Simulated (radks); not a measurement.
Results of a calculation; reference values are marked as such.
Tc4+, configuration [Kr] 4d2 5p1 (not the ground configuration).

Code: a radial shooting solver on a logarithmic mesh with Libxc functionals. Model: scalar-relativistic Kohn-Sham, LDA (Slater exchange, VWN5 correlation), spin-polarised, spherical densities, finite nucleus; open shells are filled with parallel spins first (spin-orbit coupling, left out, can overturn this in heavy ions); Fermi nuclear charge, rms radius 4.4112 fm.

Energy parts (eV):
total: -116384.736
kinetic: 120145.295
electron-nucleus: -278533.573
Hartree: 45326.375
exchange-correlation: -3322.833

Orbitals (lengths in bohr, moments of r in powers of bohr; <r^-3> diverges for s and p1/2; r(max) is where P^2 peaks):
orbital  occ.  eigenvalue (eV)   r(max)      <r>   <1/r>  <r^-3>
1s up       1        -20894.18  0.02231  0.03432   44.65       -
1s down     1        -20894.14  0.02231  0.03432   44.65       -
2s up       1        -3029.321   0.1263   0.1498   10.07       -
2s down     1        -3028.948   0.1263   0.1498   10.07       -
2p up       3        -2718.962   0.1009   0.1304   9.789    2765
2p down     3        -2718.654   0.1009   0.1304   9.789    2766
3s up       1        -572.0070   0.3727   0.4160   3.476       -
3s down     1        -571.7140   0.3727   0.4160   3.476       -
3p up       3        -470.1565   0.3658   0.4167   3.311   468.5
3p down     3        -469.8366   0.3658   0.4166   3.311   468.5
3d up       5        -304.8956   0.3106   0.3988   3.084   62.81
3d down     5        -304.4830   0.3107   0.3986   3.085   62.83
4s up       1        -125.9409   0.9411    1.036   1.322       -
4s down     1        -124.1674   0.9392    1.034   1.326       -
4p up       3         -97.1104    1.008    1.130   1.194   76.53
4p down     3         -95.2363    1.005    1.126   1.198   77.21
4d up       2         -55.0054    1.187    1.401  0.9378   7.005
4d down     0         -52.9568    1.182    1.396  0.9421   7.090
4f up       0         -21.7926    2.192    2.572  0.4723  0.2379
4f down     0         -19.9483    2.266    2.705  0.4537  0.2192
5s up       0         -41.8288    2.215    2.365  0.5583       -
5s down     0         -39.7819    2.220    2.388  0.5528       -
5p up       1         -33.9972    2.492    2.656  0.4957   15.44
5p down     0         -32.1309    2.513    2.704  0.4858   14.73
5d up       0         -22.7932    3.206    3.369  0.3968   1.582
5d down     0         -21.4982    3.295    3.499  0.3786   1.412
6p up       0         -16.8979    4.880    4.871  0.2771   5.924
6p down     0         -16.3574    5.016    5.004  0.2693   5.576

The highest occupied level is 5p up at -33.997 eV. The configuration is held as typed, so some empty levels lie below it. The spin density at the nucleus is -1.861 e/bohr^3 (1s -0.142, 2s -0.493, 3s 0.014, 4s -1.239). The electron density at the nucleus is 1.018e+05 e/bohr^3 (large components only). The density falls to 0.001 e/bohr^3 at r = 3.77 bohr. Summed over all electrons, <r^2> = 27.24 bohr^2, which gives a Langevin (diamagnetic) susceptibility term of -21.6 x 10^-6 cm^3/mol.
